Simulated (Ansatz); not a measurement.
I₄Si, charge -1, doublet, at a GFN2-xTB geometry (a state made from the parent by changing its charge; the spin is typed, not shown lowest) (core potentials on I) (a gas-phase anion, which may not be bound at this level). Base run: B3LYP/def2-SV(P) (Ansatz, a quantum-chemistry and plane-wave program).

Here is a job for Ansatz.
Ansatz 0.2 input:
```yaml
crystal:
  periodic: [false, false, false]
  atoms:
    - {symbol: I, position_ang: [2.69206265, -1.28559810, -0.11749383]}
    - {symbol: Si, position_ang: [0.11947029, -0.02446008, 0.39086660]}
    - {symbol: I, position_ang: [-1.35336117, -1.64299540, -0.89741311]}
    - {symbol: I, position_ang: [-1.71857380, 0.98771374, 2.10451762]}
    - {symbol: I, position_ang: [0.34831413, 1.94734091, -1.19285845]}
basis:
  gaussian:
    orbitals: def2-SV_P_.json
hamiltonian:
  xc: b3lyp
total_charge: -1
magnetization: {spin_polarized: true, initial_magnetization: 1}
```
The basis file holds def2-SV(P) in the JSON format of the Basis Set Exchange.

The bond that is stretched is that between atoms 1 and 2. A test that says stable can miss a lower solution.

Each row names what was changed in the base input (with any setting that the change needs).

| change | ΔE vs base (kcal/mol) | <S^2> | stability test says |
|---|---|---|---|
| base | 0.000 | 0.754 | minimum |
| spin_polarized = on; lower_state_search = off | 0.000 | 0.754 | undecided (no full test) |
| spin_polarized = on; lower_state_search = standard | 0.000 | 0.754 | minimum |
| bond × 1.25 | 8.93 | 0.755 | minimum |
| spin_polarized = on; lower_state_search = off; bond × 1.25 | 8.93 | 0.755 | undecided (no full test) |
| spin_polarized = on; lower_state_search = standard; bond × 1.25 | 8.93 | 0.755 | minimum |
| bond × 1.5 | 15.30 | 0.753 | minimum |
| spin_polarized = on; lower_state_search = off; bond × 1.5 | 15.30 | 0.753 | undecided (no full test) |
| spin_polarized = on; lower_state_search = standard; bond × 1.5 | 15.30 | 0.753 | minimum |
| bond × 1.8 | 18.02 | 0.752 | minimum |
| spin_polarized = on; lower_state_search = off; bond × 1.8 | 18.02 | 0.752 | undecided (no full test) |
| spin_polarized = on; lower_state_search = standard; bond × 1.8 | 18.02 | 0.752 | minimum |
| bond × 2.2 | 18.43 | 0.752 | minimum |

A gas-phase anion may not be bound at this level; its values then depend on the basis.

On stretching, the SCF can end on different states; <S^2> shows the spin contamination of each.
